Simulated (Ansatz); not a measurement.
A nudged elastic band was laid between two geometries of BClH2 + BrH (6 atoms, charge 0, multiplicity 1).

These are results of RKS PBE-D4/def2-SVP (Ansatz 0.2.0), not measurements.

* movable images: 5
* climbing image: yes
* spring: 5.0 eV/Å²
* optimiser: lbfgs
* start path: through a guess of the saddle point
* force threshold: 0.05 eV/Å
* iteration limit: 60
* end points: relaxed
* largest step: 0.02 Å

First end point:

```xyz
6
Properties=species:S:1:pos:R:3
B -0.009 0.223 0.093
Cl -0.048 0.878 1.736
H 1.070 0.128 -0.447
H -1.067 0.072 -0.477
Br 0.063 -2.616 0.686
H 0.146 -2.198 2.058
```

Last end point:

```xyz
6
Properties=species:S:1:pos:R:3
B 0.014 -0.463 -0.264
Cl 0.016 0.240 2.325
H 1.067 0.102 -0.445
H -1.074 0.039 -0.426
Br 0.072 -2.390 -0.086
H 0.060 -1.041 2.544
```

Question: What changes between the two ends?

Answer: Bonds broken: B1–Cl2, Br5–H6. Bonds formed: B1–Br5, Cl2–H6. BClH2 + BrH becomes BBrH2 + ClH.

Question: What energy profile does the band end with?

Answer: The run converged. The highest image is number 3 of 0 to 6, 29.4 kJ/mol above the first end and 18.2 kJ/mol above the last; the last end lies 11.2 kJ/mol above the first. Another band between the same ends (5 images) ends at a top of the same energy, where a vibrational analysis finds 1 clearly imaginary mode. The orbitals stay closed-shell, which can raise the energy where a bond breaks towards radicals; this wasn't checked here.

```json
{"image": "0", "path coordinate (Å)": "0.00", "energy (kJ/mol)": "0.0", "B1–Cl2 (Å)": "1.77", "Br5–H6 (Å)": "1.44", "B1–Br5 (Å)": "2.90"}
{"image": "1", "path coordinate (Å)": "0.42", "energy (kJ/mol)": "2.7", "B1–Cl2 (Å)": "1.79", "Br5–H6 (Å)": "1.44", "B1–Br5 (Å)": "2.74"}
{"image": "2", "path coordinate (Å)": "0.85", "energy (kJ/mol)": "14.9", "B1–Cl2 (Å)": "1.84", "Br5–H6 (Å)": "1.48", "B1–Br5 (Å)": "2.46"}
{"image": "3", "path coordinate (Å)": "1.29", "energy (kJ/mol)": "29.4", "B1–Cl2 (Å)": "1.98", "Br5–H6 (Å)": "1.68", "B1–Br5 (Å)": "2.18"}
{"image": "4", "path coordinate (Å)": "1.66", "energy (kJ/mol)": "22.1", "B1–Cl2 (Å)": "2.20", "Br5–H6 (Å)": "2.08", "B1–Br5 (Å)": "2.04"}
{"image": "5", "path coordinate (Å)": "2.04", "energy (kJ/mol)": "13.8", "B1–Cl2 (Å)": "2.49", "Br5–H6 (Å)": "2.49", "B1–Br5 (Å)": "1.96"}
{"image": "6", "path coordinate (Å)": "2.43", "energy (kJ/mol)": "11.2", "B1–Cl2 (Å)": "2.68", "Br5–H6 (Å)": "2.96", "B1–Br5 (Å)": "1.94"}
```

Question: What is the geometry of the highest image?

Answer: 
```xyz
6
Properties=species:S:1:pos:R:3
B 0.013 -0.227 0.095
Cl -0.002 0.296 2.003
H 1.070 0.071 -0.409
H -1.061 0.009 -0.408
Br 0.080 -2.358 0.529
H 0.055 -1.305 1.839
```

The run took 4.9 min on 1 thread of Arm Neoverse V1 (shared host), peak memory 0.14 GiB.
